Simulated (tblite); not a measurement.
C5H10O2Si2.
Cartesian coordinates in Å at the GFN2-xTB level; atoms count from 1:
```
atom  x, y, z in Å
O1    -2.387    0.383   -2.486
C2    -2.008    0.077   -1.433
C3    -1.590   -0.275   -0.248
C4    -2.518   -0.772    0.757
O5    -2.188   -1.087    1.874
C6    -0.127   -0.176    0.154
Si7    0.077    1.439    1.167
C8     0.796   -0.291   -1.056
Si9    2.637   -0.539   -0.633
H10   -3.566   -0.850    0.421
H11    0.047   -1.026    0.821
H12   -0.033    2.552    0.218
H13   -0.992    1.533    2.155
H14    1.390    1.426    1.808
H15    0.679    0.591   -1.690
H16    0.472   -1.143   -1.663
H17    3.316   -0.998   -1.847
H18    2.754   -1.556    0.413
H19    3.233    0.720   -0.185
```

Computed with GFN2-xTB (tblite): harmonic, unscaled wavenumbers at the GFN2-xTB geometry, gas phase. Against measured fundamentals such values can be off by several per cent, at times by over 20. Modes of hydrogen on silicon can be 10 to 20 % off. One conformer, not necessarily the lowest.

Harmonic wavenumbers (cm⁻¹): 29.3, 61.7, 85.2, 93.9, 110.5, 122.0, 156.8, 175.9, 206.3, 284.2, 320.3, 374.7, 465.7, 504.8, 518.6, 538.8, 559.1, 568.4, 607.5, 678.2, 762.4, 765.3, 772.5, 778.7, 784.9, 788.7, 806.2, 812.2, 866.5, 895.5, 1079.6, 1110.1, 1175.3, 1208.7, 1258.9, 1297.8, 1351.3, 1425.2, 1493.9, 1713.3, 2234.0, 2246.1, 2258.1, 2265.7, 2266.2, 2287.4, 2320.3, 2791.0, 2925.4, 2934.7, 2959.0.

A = 1330, B = 757.1, C = 616.8 MHz; mass 158.022 u (most abundant isotopes); point group C1, symmetry number 1.

Task: Zero-point energy?

Result: Half the sum of the wavenumbers: 27548 cm⁻¹ = 329.56 kJ/mol.

Task: Entropy at 273.15 K, 1 bar (ideal gas, RRHO, classical rotation)?

Result: Translation 170.18, rotation 127.05, vibration 160.33: S = 457.6 J/(mol K).

Task: And Cp and H(273.15 K) − H(0)?

Result: Cp = 186.43 J/(mol K), of which vibrations give 153.18 (their classical limit is 51 R = 424.0); H(273.15 K) − H(0) = 31.35 kJ/mol without the zero-point energy, 22.27 from vibrations.

Task: Blend soft modes into free rotors: weight 1/[1 + (100 cm⁻¹/ν̃)⁴] for the oscillator and the rest for a rotor with moment μB/(μ + B), μ = h/(8π²ν), B = 10⁻⁴⁴ kg m². What vibrational entropy results?

Result: 145.34 J/(mol K) in place of 160.33, which changes −T·S at 273.15 K by +4.10 kJ/mol.

Task: What must be added to the electronic energy to get the Gibbs energy at 273.15 K and 1 bar?

Result: ZPE + [H(273.15 K) − H(0)] − T·S = 329.56 + 31.35 − 124.98 = 235.93 kJ/mol.

Task: Which modes carry the vibrational entropy at 273.15 K?

Result: 29.3 cm⁻¹: 23.86; 61.7 cm⁻¹: 17.70; 85.2 cm⁻¹: 15.05; 93.9 cm⁻¹: 14.25; 110.5 cm⁻¹: 12.93; 122.0 cm⁻¹: 12.13 J/(mol K); the other 45 give 64.42 together.

Task: How do the functions run with temperature in this model?

Result: 
```json
{"T (K)": "100", "S (J/(mol K))": "321.5", "Cp (J/(mol K))": "98.9", "H − H(0) (kJ/mol)": "6.65", "G − H(0) (kJ/mol)": "-25.50", "ln q(vib)": "2.94"}
{"T (K)": "200", "S (J/(mol K))": "405.4", "Cp (J/(mol K))": "149.6", "H − H(0) (kJ/mol)": "19.04", "G − H(0) (kJ/mol)": "-62.04", "ln q(vib)": "6.81"}
{"T (K)": "300", "S (J/(mol K))": "475.6", "Cp (J/(mol K))": "198.9", "H − H(0) (kJ/mol)": "36.53", "G − H(0) (kJ/mol)": "-106.16", "ln q(vib)": "10.44"}
{"T (K)": "500", "S (J/(mol K))": "595.7", "Cp (J/(mol K))": "272.0", "H − H(0) (kJ/mol)": "84.17", "G − H(0) (kJ/mol)": "-213.69", "ln q(vib)": "17.24"}
{"T (K)": "800", "S (J/(mol K))": "739.4", "Cp (J/(mol K))": "338.6", "H − H(0) (kJ/mol)": "176.66", "G − H(0) (kJ/mol)": "-414.85", "ln q(vib)": "26.32"}
{"T (K)": "1000", "S (J/(mol K))": "818.2", "Cp (J/(mol K))": "366.9", "H − H(0) (kJ/mol)": "247.37", "G − H(0) (kJ/mol)": "-570.80", "ln q(vib)": "31.71"}
```

q(vib) and H(0) count from the zero-point level.

Hindered rotation and anharmonicity are outside this model. Other conformers, if any are populated, would add a mixing term that is left out. The structure is chiral; the term R ln 2 for an equal mix with its mirror image is left out.
